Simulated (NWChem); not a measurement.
System: CrNH3S2O; SMILES [NH]=[Cr](=[O])([SH])[SH]

Excerpt of the output:

```
             Northwest Computational Chemistry Package (NWChem) 7.3.0
             --------------------------------------------------------

 C1  symmetry detected

                             Geometry "geometry" -> ""
                             -------------------------

 Output coordinates in angstroms (scale by  1.889725989 to convert to a.u.)

  No.       Tag          Charge          X              Y              Z
 ---- ---------------- ---------- -------------- -------------- --------------
    1 Cr                  24.0000     0.36689034     0.00107997     0.02773435
    2 O                    8.0000     1.20938674    -0.05107697     1.32375732
    3 N                    7.0000     1.24309537     0.09498273    -1.32185955
    4 H                    1.0000     2.23957653     0.15830250    -1.55025994
    5 S                   16.0000    -0.85583915     1.84565355    -0.02580258
    6 H                    1.0000    -1.31427983     1.76396816     1.24594025
    7 S                   16.0000    -0.83508055    -1.86409425     0.00280660
    8 H                    1.0000    -1.05271116    -1.90940213    -1.33041077

 Effective nuclear repulsion energy (a.u.)     479.9856775669

  pbe96 is a nonlocal functional; adding pw91lda local functional.

                                 NWChem DFT Module
                                 -----------------

 Summary of "ao basis" -> "ao basis" (spherical)
 ------------------------------------------------------------------------------
       Tag                 Description            Shells   Functions and Types
 ---------------- ------------------------------  ------  ---------------------
 Cr                         def2-svp                11       31   5s3p2d1f
 O                          def2-svp                 6       14   3s2p1d
 N                          def2-svp                 6       14   3s2p1d
 H                          def2-svp                 3        5   2s1p
 S                          def2-svp                 8       18   4s3p1d

            General Information
            -------------------
          SCF calculation type: DFT
          Wavefunction type:  closed shell.
          No. of atoms     :     8
          No. of electrons :    74
           Alpha electrons :    37
            Beta electrons :    37
          Charge           :     0
          Spin multiplicity:     1
          Use of symmetry is: off; symmetry adaption is: off
          Maximum number of iterations: 150
          AO basis - number of functions:   110
                     number of shells:    48
          Convergence on energy requested:  1.00D-06
          Convergence on density requested:  1.00D-05
          Convergence on gradient requested:  5.00D-04

              XC Information
              --------------
          PerdewBurkeErnzerhof Exchange Functional  1.000
            Perdew 1991 LDA Correlation Functional  1.000 local
           PerdewBurkeErnz. Correlation Functional  1.000 non-local

             Grid Information
             ----------------
          Grid used for XC integration:  medium
          Radial quadrature: Mura-Knowles
          Angular quadrature: Lebedev.
          Tag              B.-S. Rad. Rad. Pts. Rad. Cut. Ang. Pts.
          ---              ---------- --------- --------- ---------
          Cr                  1.40      112           9.0       590
          O                   0.60       49          11.0       434
          N                   0.65       49          11.0       434
          H                   0.35       45          12.0       434
          S                   1.00       88          11.0       590
          Grid pruning is: on
          Number of quadrature shells:   521
          Spatial weights used:  Erf1

      Superposition of Atomic Density Guess
      -------------------------------------

 Sum of atomic energies:       -1968.16044016

      Non-variational initial energy
      ------------------------------

 Total energy =   -1968.689323
 1-e energy   =   -3666.933707
 2-e energy   =    1218.258706
 HOMO         =      -0.312817
 LUMO         =      -0.080275

     ---------------------------------------------
      Total Density - Mulliken Population Analysis
     ---------------------------------------------

    Atom       Charge   Shell Charges
 -----------   ------   -------------------------------------------------------
    1 Cr  24    21.51   2.00  2.00  2.01  0.34  0.02  6.00  6.02  0.55  1.58  0.98  0.01
    2 O    8     9.14   1.99  1.17  0.78  3.20  2.00  0.01
    3 N    7     8.09   1.99  1.11  0.60  2.65  1.73  0.01
    4 H    1     0.75   0.58  0.13  0.04
    5 S   16    16.47   2.00  1.99  1.21  0.61  5.94  1.85  2.84  0.02
    6 H    1     0.78   0.57  0.19  0.03
    7 S   16    16.47   2.00  1.99  1.21  0.61  5.94  1.85  2.85  0.02
    8 H    1     0.78   0.57  0.18  0.03

   convergence    iter        energy       DeltaE   RMS-Dens  Diis-err
 ---------------- ----- ----------------- --------- --------- ---------
 d= 0,ls=0.0,diis     1  -1970.3970541374 -2.45D+03  5.84D-02  9.76D+00
 d= 0,ls=0.0,diis     2  -1952.2071205782  1.82D+01  5.41D-02  8.38D+01
 d= 0,ls=0.0,diis     3  -1970.0942146766 -1.79D+01  3.05D-02  1.27D+01
 d= 0,ls=0.0,diis     4  -1970.4874375150 -3.93D-01  2.19D-02  7.74D+00
 d= 0,ls=0.0,diis     5  -1970.8535564386 -3.66D-01  1.67D-02  6.03D+00
 d= 0,ls=0.0,diis     6  -1971.0702704469 -2.17D-01  7.50D-03  4.54D+00
 d= 0,ls=0.0,diis     7  -1971.1462193391 -7.59D-02  6.26D-03  4.82D+00
 d= 0,ls=0.0,diis     8  -1971.0050918483  1.41D-01  4.11D-05  6.83D+00
  Resetting Diis
 d= 0,ls=0.0,diis     9  -1971.0020431292  3.05D-03  7.90D-03  6.88D+00
 d= 0,ls=0.0,diis    10  -1971.5368422361 -5.35D-01  7.63D-03  5.93D-02
 d= 0,ls=0.0,diis    11  -1971.3612699548  1.76D-01  6.46D-03  1.45D+00
 d= 0,ls=0.0,diis    12  -1971.5335708763 -1.72D-01  1.60D-03  1.00D-01
 d= 0,ls=0.0,diis    13  -1971.5416345494 -8.06D-03  9.96D-04  3.17D-02
 d= 0,ls=0.0,diis    14  -1971.5429152985 -1.28D-03  5.18D-04  1.44D-02
 d= 0,ls=0.0,diis    15  -1971.5442064101 -1.29D-03  2.94D-04  1.90D-03
 d= 0,ls=0.0,diis    16  -1971.5442933918 -8.70D-05  2.03D-04  6.02D-04
 d= 0,ls=0.0,diis    17  -1971.5443814457 -8.81D-05  2.07D-05  9.35D-06
 d= 0,ls=0.0,diis    18  -1971.5443826041 -1.16D-06  2.51D-06  2.86D-07
 d= 0,ls=0.0,diis    19  -1971.5443826308 -2.67D-08  7.56D-07  2.96D-08

         Total DFT energy =    -1971.544382630768
      One electron energy =    -3671.259473681796
           Coulomb energy =     1335.396610716550
    Exchange-Corr. energy =     -115.667197232456
 Nuclear repulsion energy =      479.985677566934

 Numeric. integr. density =       74.000006654503

                       DFT Final Molecular Orbital Analysis
                       ------------------------------------

 Vector   35  Occ=2.000000D+00  E=-2.747478D-01
              MO Center=  1.1D-01, -2.1D-01, -1.9D-01, r^2= 4.5D+00
   Bfn.  Coefficient  Atom+Function         Bfn.  Coefficient  Atom+Function
  ----- ------------  ---------------      ----- ------------  ---------------
    99      0.273542  7 S  py                35     -0.235062  2 O  px
    96      0.226351  7 S  py                51     -0.199346  3 N  pz
    19      0.174655  1 Cr d  2              50      0.174515  3 N  py
    49     -0.172161  3 N  px                38     -0.169200  2 O  px
    54      0.149060  3 N  pz                75     -0.146032  5 S  px

 Vector   36  Occ=2.000000D+00  E=-2.582106D-01
              MO Center= -1.5D-01,  1.3D-01, -2.2D-01, r^2= 4.5D+00
   Bfn.  Coefficient  Atom+Function         Bfn.  Coefficient  Atom+Function
  ----- ------------  ---------------      ----- ------------  ---------------
    75     -0.263280  5 S  px                98     -0.261715  7 S  px
    51      0.257094  3 N  pz                76     -0.208340  5 S  py
    54     -0.194617  3 N  pz                72     -0.189685  5 S  px
    95     -0.187297  7 S  px                99      0.168338  7 S  py
    37      0.165224  2 O  pz                73     -0.159186  5 S  py

 Vector   37  Occ=2.000000D+00  E=-2.231490D-01
              MO Center= -6.6D-01, -3.4D-02, -7.0D-03, r^2= 5.0D+00
   Bfn.  Coefficient  Atom+Function         Bfn.  Coefficient  Atom+Function
  ----- ------------  ---------------      ----- ------------  ---------------
    98     -0.382969  7 S  px                75      0.348876  5 S  px
    95     -0.271828  7 S  px                72      0.248893  5 S  px
    76      0.247155  5 S  py                99      0.242877  7 S  py
    73      0.180125  5 S  py                96      0.176201  7 S  py
    92     -0.154096  7 S  px                36     -0.140611  2 O  py

 Vector   38  Occ=0.000000D+00  E=-1.545577D-01
              MO Center=  1.9D-01, -1.1D-02, -9.5D-03, r^2= 2.6D+00
   Bfn.  Coefficient  Atom+Function         Bfn.  Coefficient  Atom+Function
  ----- ------------  ---------------      ----- ------------  ---------------
    19      0.675215  1 Cr d  2              98      0.244961  7 S  px
    75      0.230365  5 S  px                24      0.214837  1 Cr d  2
    17     -0.200790  1 Cr d  0              51      0.172655  3 N  pz
    37      0.163474  2 O  pz                95      0.155723  7 S  px
    54     -0.152693  3 N  pz                72      0.145172  5 S  px

 Vector   39  Occ=0.000000D+00  E=-1.366006D-01
              MO Center=  6.5D-01, -3.7D-03,  5.8D-02, r^2= 1.8D+00
   Bfn.  Coefficient  Atom+Function         Bfn.  Coefficient  Atom+Function
  ----- ------------  ---------------      ----- ------------  ---------------
    16      0.701150  1 Cr d -1              36     -0.333934  2 O  py
    39     -0.287382  2 O  py                50     -0.276487  3 N  py
    53      0.274200  3 N  py                21      0.233302  1 Cr d -1
    15      0.149060  1 Cr d -2              76     -0.092968  5 S  py
    99     -0.082345  7 S  py                68      0.081096  5 S  s

 Vector   40  Occ=0.000000D+00  E=-1.179308D-01
              MO Center=  2.5D-01, -1.7D-02, -1.9D-01, r^2= 2.8D+00
   Bfn.  Coefficient  Atom+Function         Bfn.  Coefficient  Atom+Function
  ----- ------------  ---------------      ----- ------------  ---------------
    15      0.678530  1 Cr d -2              99     -0.305593  7 S  py
    50      0.291112  3 N  py                76     -0.286526  5 S  py
    53     -0.277127  3 N  py                20      0.217462  1 Cr d -2
    96     -0.169828  7 S  py                73     -0.160567  5 S  py
    36     -0.152363  2 O  py                39     -0.124843  2 O  py

     ---------------------------------------------
      Total Density - Mulliken Population Analysis
     ---------------------------------------------

    Atom       Charge   Shell Charges
 -----------   ------   -------------------------------------------------------
    1 Cr  24    23.68   2.00  2.00  2.01  0.25 -0.00  6.00  6.05  0.79  3.39  1.18  0.01
    2 O    8     8.29   1.99  1.15  0.80  2.73  1.61  0.01
    3 N    7     7.28   1.99  1.07  0.61  2.28  1.32  0.01
    4 H    1     0.84   0.70  0.10  0.04
    5 S   16    16.05   2.00  1.98  1.28  0.57  5.92  1.81  2.45  0.04
    6 H    1     0.90   0.71  0.17  0.03
    7 S   16    16.06   2.00  1.98  1.28  0.57  5.92  1.81  2.45  0.04
    8 H    1     0.90   0.70  0.16  0.03

     -------------------------------------------
      Total Density - Lowdin Population Analysis
     -------------------------------------------

    Atom       Charge   Shell Charges
 -----------   ------   -------------------------------------------------------
    1 Cr  24    24.41   2.00  2.00  1.90  0.32  0.11  5.99  5.85  1.16  3.18  1.88  0.02
    2 O    8     8.03   1.98  0.98  0.69  2.60  1.75  0.02
    3 N    7     7.00   1.97  0.82  0.51  2.12  1.55  0.03
    4 H    1     0.91   0.58  0.21  0.12
    5 S   16    15.82   2.00  1.95  0.99  0.67  5.81  1.88  2.49  0.05
    6 H    1     1.00   0.61  0.31  0.08
    7 S   16    15.83   2.00  1.95  0.99  0.67  5.81  1.88  2.49  0.05
    8 H    1     1.00   0.61  0.30  0.08

     Multipole analysis of the density
     ---------------------------------

     L   x y z        total         alpha         beta         nuclear
     -   - - -        -----         -----         ----         -------
     0   0 0 0     -0.000000    -37.000000    -37.000000     74.000000

     1   1 0 0      0.170380      0.085190      0.085190     -0.000000
     1   0 1 0     -0.001448     -0.000724     -0.000724      0.000000
     1   0 0 1     -0.457294     -0.228647     -0.228647      0.000000

     2   2 0 0    -36.660740   -119.171683   -119.171683    201.682627
     2   1 1 0      0.191001      0.057191      0.057191      0.076619
     2   1 0 1     -3.369557      1.607333      1.607333     -6.584224
     2   0 2 0    -40.761886   -229.229391   -229.229391    417.696897
     2   0 1 1      2.769210     -2.593457     -2.593457      7.956124
     2   0 0 2    -38.220568    -76.255814    -76.255814    114.291060
```

Level: PBE/def2-SVP. Structure relaxed at the B3LYP/6-31G* (spherical d) level. Not confirmed as a minimum by frequencies.

### Question
Reconstruct the input file.

### Answer
Several could match; the one computed here: the input that was run:
```
start job
memory heap 200 mb stack 900 mb global 1100 mb
geometry units angstroms noautoz
  Cr     0.382190     0.003921    -0.047688
  O      1.314905     0.025482     1.185914
  N      1.159913     0.017387    -1.459397
  H      2.137475     0.065270    -1.761441
  S     -0.845105     1.844770    -0.121222
  H     -1.211691     1.838115     1.182519
  S     -0.814602    -1.857072     0.121499
  H     -1.126481    -1.979380    -1.187950
end
basis spherical
  Cr library def2-svp
  O library def2-svp
  N library def2-svp
  H library def2-svp
  S library def2-svp
end
dft
  xc xpbe96 cpbe96
  iterations 150
  mulliken
end
task dft energy
```
